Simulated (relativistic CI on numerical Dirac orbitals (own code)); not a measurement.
Pt6+: O2,3 absorption edge

Computed with this model: Dirac-Coulomb-Breit CI, orbitals from a KLI potential per configuration, QED by a radiative potential, valence Slater integrals scaled by 0.7, multiplet model of core-to-valence dipole absorption; configurations [Xe] 4f14 5d4 → [Kr] 4d10 4f14 5s2 5p5 5d5; 300 K; Lorentzian 1 eV and Gaussian 0.3 eV FWHM. Energies are those of the free ion, without screening or charge transfer. The branching ratio is the share of the lower-energy edge in the whole absorption, uncertain by about 0.02 where the edges overlap. S is read from ⟨S²⟩ = S(S + 1).

Field parameters in Wybourne normalisation: D4h B²₀ = −7Ds, B⁴₀ = 21(Dq − Dt), B⁴₄ = 21√(5/14) Dq; Oh B⁴₀ = 21Dq, B⁴₄ = √(5/14) B⁴₀; Td as Oh with Dq negative (B⁴₀ = 21Dq, B⁴₄ = √(5/14) B⁴₀). The field is a parameter set, without covalency.

free ion: ground-state S = 1.54, centroid 59.79 eV. Peaks (eV, height): 58.0 (100), 63.2 (32), 64.2 (21).

D4h, 10Dq = 32950, Ds = 1530, Dt = -230 cm⁻¹: ground-state S = 1.04, centroid 62.65 eV. Peaks (eV, height): 52.5 (22), 58.2 (84), 60.0 (100), 62.8 (39), 67.5 (9), 76.2 (44), 79.5 (11).

Oh, 10Dq = 31500 cm⁻¹: ground-state S = 1.08, centroid 62.29 eV. Peaks (eV, height): 52.5 (17), 53.2 (17), 58.0 (76), 59.8 (100), 62.2 (40), 67.2 (9), 76.0 (37), 79.0 (10).

Td, 10Dq = -10550 cm⁻¹: ground-state S = 1.35, centroid 60.35 eV. Peaks (eV, height): 58.0 (100), 62.0 (18), 63.2 (31), 76.2 (6).

Oh, 10Dq = 16550 cm⁻¹: ground-state S = 1.30, centroid 60.79 eV. Peaks (eV, height): 58.2 (100), 62.8 (27), 64.8 (21), 75.2 (8), 76.2 (10).

Strongest unbroadened transitions for D4h, 10Dq = 32950, Ds = 1530, Dt = -230 cm⁻¹:

```csv
Energy (eV),Relative strength
52.32,31.7
52.54,44.8
53.32,25.9
58.01,62.6
58.08,100.0
58.30,27.2
58.87,23.0
59.23,68.8
59.61,31.6
59.90,55.2
59.96,48.5
60.10,41.8
60.25,73.0
60.58,26.4
60.76,30.5
75.89,24.4
76.19,38.4
76.32,88.9
```
